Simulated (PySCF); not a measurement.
Shifts of the heteroatoms

Molfile (atoms numbered from 1):
```
C5H5FO2
     RDKit          3D

 13 13  0  0  0  0  0  0  0  0999 V2000
   -2.1135    0.3965   -0.2283 C   0  0  0  0  0  0  0  0  0  0  0  0
   -1.2992   -0.6745   -0.6559 O   0  0  0  0  0  0  0  0  0  0  0  0
    0.0341   -0.4882   -0.5431 C   0  0  0  0  0  0  0  0  0  0  0  0
    0.9789   -1.4080   -0.9029 C   0  0  0  0  0  0  0  0  0  0  0  0
    2.2237   -0.9183   -0.6650 O   0  0  0  0  0  0  0  0  0  0  0  0
    2.0497    0.2979   -0.1612 C   0  0  0  0  0  0  0  0  0  0  0  0
    3.1442    0.9791    0.1529 F   0  0  0  0  0  0  0  0  0  0  0  0
    0.7435    0.6485   -0.0492 C   0  0  0  0  0  0  0  0  0  0  0  0
   -1.9610    0.6138    0.8333 H   0  0  0  0  0  0  0  0  0  0  0  0
   -3.1400    0.0719   -0.3879 H   0  0  0  0  0  0  0  0  0  0  0  0
   -1.9221    1.3010   -0.8139 H   0  0  0  0  0  0  0  0  0  0  0  0
    0.9008   -2.3905   -1.3158 H   0  0  0  0  0  0  0  0  0  0  0  0
    0.3566    1.5713    0.3263 H   0  0  0  0  0  0  0  0  0  0  0  0
  1  2  1  0
  2  3  1  0
  3  4  2  0
  4  5  1  0
  5  6  1  0
  6  7  1  0
  6  8  2  0
  8  3  1  0
  1  9  1  0
  1 10  1  0
  1 11  1  0
  4 12  1  0
  8 13  1  0
M  END
```

In vacuum, no relativistic terms, one averaged value for each set of equivalent atoms, one conformer. Shielding tensors at PBE0/pcSseg-1 (GIAO); coordinates at the GFN2-xTB level; spin–spin couplings from B3LYP/pcJ-1 (spin–dipole term only in couplings to heteroatoms); PySCF.

**Question.** Where does 19F resonate?

**Answer.** 
| atoms | environment | σ (ppm) | δ (ppm) |
| --- | --- | --- | --- |
| F7 | aryl fluorine | 286.0 | -112.1 |

Shieldings were converted by a linear fit to measured shifts: 19F (scatter 6.0 ppm rms, 7.0 ppm with the 5 outliers that the fit left out vs CFCl3, solution or neat liquid, with a term for F on sp3 carbon). Occasional misses reach two or three times the rms, and more in compound classes unlike the fitted ones. Couplings are scaled by factors fitted to measured values: 2J(H,H) × 0.95 (rms 1.3 Hz), 1J(C,F) × 0.77 (rms 8.7 Hz), 2J(C,F) × 1.14 (rms 1.9 Hz, 10.1 with 1 outliers), 3J(C,F) × 1.46 (rms 1.5 Hz); all others are unscaled and can be 10–30 % off.

Couplings (the largest are listed; each averaged over equivalent pairs): 1J(C6,F7) = -270.4 Hz, 2J(F7,C8) = 13.9 Hz, 2J(O5,F7) = -9.1 Hz, 3J(F7,H13) = -7.1 Hz, 3J(C3,F7) = -3.8 Hz, 3J(C4,F7) = -3.4 Hz.

On a 300 MHz spectrometer 19F resonates near 282.3 MHz, so 1 ppm is 282.3 Hz.

**Question.** Predict the 17O NMR data.

**Answer.** 
```tsv
atoms	environment	σ (ppm)	δ (ppm)
O5	aromatic ring oxygen	76.1	197.4
O2	ether oxygen	271.7	19.3
```

Shieldings were converted by a linear fit to measured shifts: 17O: δ = 266.70 − 0.911σ (rms 10.7 ppm, 155 shifts, 12.2 ppm with the 3 outliers that the fit left out vs liquid water, solution or neat liquid). A few per cent of atoms miss by over 2 rms, more outside the fitted compound classes. Couplings are scaled by factors fitted to measured values: 2J(H,H) × 0.95 (rms 1.3 Hz), 1J(C,F) × 0.77 (rms 8.7 Hz), 2J(C,F) × 1.14 (rms 1.9 Hz, 10.1 with 1 outliers), 3J(C,F) × 1.46 (rms 1.5 Hz); all others are unscaled and can be 10–30 % off.

Couplings (the largest are listed; each averaged over equivalent pairs; quadrupolar broadening usually hides them): 1J(O2,C3) = 23.9 Hz, 1J(C4,O5) = 22.3 Hz, 1J(C1,O2) = 21.7 Hz, 1J(O5,C6) = 19.8 Hz, 2J(O5,H12) = -21.7 Hz, 2J(O2,C4) = -17.9 Hz, 2J(O5,F7) = -9.1 Hz, 2J(O2,H9) = -6.5 Hz, 2J(O2,C8) = 2.7 Hz, 2J(C3,O5) = 1.2 Hz, 3J(O5,H13) = -1.9 Hz, 3J(O2,H12) = 1.1 Hz.

On a 500 MHz spectrometer 17O resonates near 67.8 MHz, so 1 ppm is 67.8 Hz.
